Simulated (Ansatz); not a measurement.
Relaxation of the cluster Rb2H3 with UKS r2SCAN-D4/def2-TZVP.

```sh
$ ansatz run in.yaml --threads 4 --pin off --events-out ev --progress --plain --max-ram 3916MiB
```

```yaml
crystal:
  periodic: [false, false, false]
  atoms:
    - {symbol: Rb, position_ang: [-1.264010, 2.304050, 0.138900]}
    - {symbol: Rb, position_ang: [0.074650, -1.394910, -0.102500]}
    - {symbol: H, position_ang: [2.428110, -1.854770, -0.063200]}
    - {symbol: H, position_ang: [-2.164510, -0.096610, 0.047830]}
    - {symbol: H, position_ang: [0.925750, 1.042240, -0.021040]}
basis:
  gaussian: {orbitals: def2-TZVP}
magnetization: {spin_polarized: true, initial_magnetization: 1}
hamiltonian: {xc: r2scan, dispersion: d4}
scf: {omitted_lower_state_checks: [starts]}
output: {orbitals: {seedname: orbitals}}
relax: {f_tol: 0.02, max_steps: 100}
```

Run time 1.7 min (4 threads of Arm Neoverse V1 on a shared host).

Positions (Å) and forces (eV/Å) at steps 1, 2, 3, 4, 5, 6, 7, 8, 9, 10, 11, 12, 13, 14, 15, 16, 18, 19, 20, 22, 23, 25, 27, 28, 31, 32 of 32:

```xyz
5
step=1 energy=-1357.0638 eV
Rb   -1.264    2.304    0.139   -0.133    0.190    0.015
Rb    0.075   -1.395   -0.102   -0.542   -0.086   -0.017
H     2.428   -1.855   -0.063    0.536   -0.078    0.008
H    -2.165   -0.097    0.048   -0.214   -0.099    0.002
H     0.926    1.042   -0.021    0.353    0.072   -0.009
5
step=2 energy=-1357.1935 eV
Rb   -1.277    2.306    0.139   -0.046    0.002    0.003
Rb   -0.024   -1.402   -0.104   -0.219   -0.091   -0.012
H     2.536   -1.849   -0.063    0.211    0.055    0.006
H    -2.348   -0.132    0.052    0.022    0.097    0.003
H     1.113    1.076   -0.024    0.032   -0.062    0.000
5
step=3 energy=-1357.2396 eV
Rb   -1.296    2.345    0.142    0.027   -0.064   -0.002
Rb   -0.096   -1.493   -0.111   -0.115   -0.021   -0.004
H     2.645   -1.794   -0.062    0.051    0.123    0.005
H    -2.374   -0.067    0.053    0.046    0.067    0.000
H     1.120    1.009   -0.023   -0.008   -0.105    0.000
5
step=4 energy=-1357.2872 eV
Rb   -1.253    2.324    0.144    0.102    0.006    0.000
Rb   -0.228   -1.586   -0.119    0.029    0.033    0.004
H     2.744   -1.624   -0.055   -0.124    0.163    0.003
H    -2.407    0.011    0.054    0.028   -0.045   -0.006
H     1.143    0.875   -0.024   -0.036   -0.157    0.000
5
step=5 energy=-1357.3162 eV
Rb   -1.194    2.322    0.147    0.051   -0.010   -0.002
Rb   -0.236   -1.612   -0.111    0.002    0.014   -0.001
H     2.710   -1.547   -0.058   -0.125    0.179    0.004
H    -2.387    0.010    0.044    0.021   -0.017    0.000
H     1.106    0.828   -0.022    0.051   -0.166    0.000
5
step=6 energy=-1357.3903 eV
Rb   -1.107    2.292    0.146    0.039   -0.015   -0.003
Rb   -0.277   -1.650   -0.108    0.007   -0.046   -0.004
H     2.639   -1.366   -0.057   -0.179    0.227    0.005
H    -2.379    0.013    0.038    0.017    0.011    0.002
H     1.125    0.711   -0.019    0.116   -0.177    0.000
5
step=7 energy=-1357.4832 eV
Rb   -1.028    2.264    0.144    0.042   -0.027   -0.004
Rb   -0.312   -1.698   -0.107    0.017   -0.057   -0.005
H     2.553   -1.191   -0.055   -0.249    0.270    0.007
H    -2.371    0.019    0.034    0.029    0.017    0.002
H     1.158    0.606   -0.017    0.161   -0.202    0.000
5
step=8 energy=-1357.5942 eV
Rb   -0.957    2.236    0.142    0.048   -0.032   -0.005
Rb   -0.333   -1.745   -0.105    0.026   -0.046   -0.004
H     2.448   -1.027   -0.053   -0.316    0.296    0.008
H    -2.357    0.025    0.030    0.045    0.006    0.002
H     1.200    0.511   -0.014    0.197   -0.224   -0.001
5
step=9 energy=-1357.7200 eV
Rb   -0.893    2.208    0.140    0.043   -0.019   -0.004
Rb   -0.345   -1.783   -0.103    0.037   -0.032   -0.004
H     2.330   -0.876   -0.051   -0.401    0.329    0.010
H    -2.340    0.027    0.026    0.058   -0.013    0.001
H     1.248    0.423   -0.013    0.263   -0.265   -0.003
5
step=10 energy=-1357.9022 eV
Rb   -0.836    2.184    0.137   -0.007    0.050   -0.001
Rb   -0.351   -1.814   -0.101    0.007   -0.030   -0.004
H     2.199   -0.732   -0.048   -0.662    0.572    0.019
H    -2.320    0.025    0.023    0.078   -0.056    0.000
H     1.307    0.337   -0.012    0.584   -0.536   -0.014
5
step=11 energy=-1358.3792 eV
Rb   -0.802    2.175    0.135   -0.115    0.260    0.013
Rb   -0.360   -1.836   -0.099   -0.190   -0.113   -0.007
H     2.064   -0.592   -0.044   -1.306    1.424    0.052
H    -2.304    0.020    0.021    0.155   -0.175   -0.007
H     1.402    0.232   -0.013    1.455   -1.397   -0.050
5
step=12 energy=-1358.6491 eV
Rb   -0.794    2.192    0.135   -0.167    0.410    0.023
Rb   -0.384   -1.854   -0.099   -0.396   -0.364   -0.018
H     1.930   -0.446   -0.039    2.419   -3.248   -0.138
H    -2.286    0.014    0.019    0.297   -0.165   -0.010
H     1.535    0.094   -0.017   -2.153    3.368    0.142
5
step=13 energy=-1358.9899 eV
Rb   -0.864    2.377    0.145   -0.142    0.094    0.006
Rb   -0.487   -2.017   -0.109   -0.133   -0.170   -0.009
H     1.939   -0.514   -0.047   -0.448    0.699    0.042
H    -2.128   -0.026    0.017    0.191    0.041    0.001
H     1.540    0.180   -0.006    0.532   -0.663   -0.041
5
step=14 energy=-1359.0564 eV
Rb   -0.904    2.415    0.148   -0.077    0.143    0.009
Rb   -0.532   -2.113   -0.115   -0.084   -0.219   -0.012
H     1.864   -0.508   -0.047   -0.366    0.719    0.044
H    -1.931    0.010    0.017    0.078    0.027    0.001
H     1.503    0.196   -0.003    0.450   -0.671   -0.042
5
step=15 energy=-1359.1282 eV
Rb   -0.965    2.543    0.156   -0.082    0.008    0.001
Rb   -0.605   -2.293   -0.125   -0.121   -0.011    0.000
H     1.847   -0.482   -0.046    0.190   -0.344   -0.022
H    -1.814    0.039    0.017    0.151   -0.018   -0.002
H     1.538    0.193   -0.002   -0.138    0.364    0.023
5
step=16 energy=-1359.1675 eV
Rb   -1.127    2.653    0.150   -0.051   -0.059    0.000
Rb   -0.743   -2.376   -0.128   -0.061    0.024    0.001
H     1.908   -0.505   -0.103    0.038    0.002    0.011
H    -1.668    0.057    0.021    0.084    0.034    0.001
H     1.630    0.172    0.060   -0.010   -0.001   -0.013
5
step=18 energy=-1359.2010 eV
Rb   -1.382    2.706    0.164   -0.010    0.011    0.001
Rb   -1.040   -2.442   -0.130    0.000    0.006    0.000
H     2.179   -0.462   -0.063   -0.007    0.051    0.008
H    -1.429    0.113    0.021    0.011   -0.001    0.001
H     1.673    0.084    0.008    0.005   -0.067   -0.010
5
step=19 energy=-1359.2083 eV
Rb   -1.483    2.743    0.166   -0.002    0.032    0.002
Rb   -1.009   -2.394   -0.129    0.005   -0.014   -0.001
H     2.210   -0.478   -0.064    0.065   -0.019    0.000
H    -1.332    0.165    0.026    0.004   -0.011    0.000
H     1.615   -0.035    0.001   -0.072    0.011   -0.001
5
step=20 energy=-1359.2125 eV
Rb   -1.470    2.762    0.168    0.005    0.016    0.002
Rb   -1.004   -2.397   -0.129   -0.003   -0.012    0.000
H     2.219   -0.392   -0.044   -0.068    0.017    0.002
H    -1.253    0.180    0.027    0.005   -0.016   -0.002
H     1.509   -0.153   -0.022    0.061   -0.004   -0.001
5
step=22 energy=-1359.2136 eV
Rb   -1.387    2.739    0.169    0.003   -0.017   -0.001
Rb   -0.995   -2.451   -0.131   -0.001    0.014    0.001
H     2.159   -0.347   -0.041    0.090   -0.022   -0.002
H    -1.241    0.135    0.019   -0.002    0.005    0.000
H     1.465   -0.076   -0.017   -0.090    0.020    0.002
5
step=23 energy=-1359.2090 eV rejected
Rb   -1.269    2.705    0.172    0.004   -0.040   -0.003
Rb   -1.014   -2.513   -0.132   -0.001    0.026    0.001
H     2.112   -0.217   -0.020   -0.512    0.110   -0.013
H    -1.190    0.087    0.010   -0.011    0.014    0.001
H     1.362   -0.062   -0.031    0.520   -0.110    0.015
5
step=25 energy=-1359.2141 eV rejected
Rb   -1.300    2.694    0.167    0.001    0.004    0.000
Rb   -1.035   -2.483   -0.133   -0.002   -0.008   -0.001
H     2.155   -0.235   -0.034   -0.203    0.044    0.005
H    -1.238    0.098    0.016    0.002    0.000    0.000
H     1.418   -0.075   -0.017    0.203   -0.040   -0.005
5
step=27 energy=-1359.2147 eV
Rb   -1.294    2.690    0.167    0.001    0.002    0.000
Rb   -1.039   -2.490   -0.134   -0.001   -0.004    0.000
H     2.148   -0.226   -0.031   -0.054    0.014    0.000
H    -1.231    0.094    0.017   -0.002    0.000    0.000
H     1.415   -0.067   -0.019    0.056   -0.012    0.000
5
step=28 energy=-1359.2148 eV
Rb   -1.285    2.686    0.167    0.001    0.000    0.000
Rb   -1.048   -2.496   -0.133   -0.001   -0.003    0.000
H     2.150   -0.215   -0.031   -0.035    0.009    0.001
H    -1.232    0.089    0.016   -0.002    0.000    0.000
H     1.416   -0.064   -0.017    0.037   -0.008    0.000
5
step=31 energy=-1359.2151 eV
Rb   -1.190    2.632    0.163    0.000   -0.001    0.000
Rb   -1.159   -2.557   -0.137    0.000    0.001    0.000
H     2.172   -0.082   -0.024   -0.066    0.005    0.000
H    -1.246    0.036    0.013    0.001    0.000    0.000
H     1.423   -0.029   -0.016    0.065   -0.005    0.000
5
step=32 energy=-1359.2152 eV
Rb   -1.198    2.636    0.163    0.000    0.000    0.000
Rb   -1.153   -2.552   -0.137    0.000    0.000    0.000
H     2.171   -0.092   -0.024   -0.009    0.001    0.000
H    -1.245    0.040    0.014    0.000    0.000    0.000
H     1.425   -0.032   -0.016    0.008   -0.001    0.000
```

In the def2 sets Rb takes a core potential; there is no spin–orbit coupling. The gap within one spin of the charge 0 doublet nearly closes, so an electron or hole may be smeared out by delocalisation error. The structure comes from a short search, and lower isomers may exist.
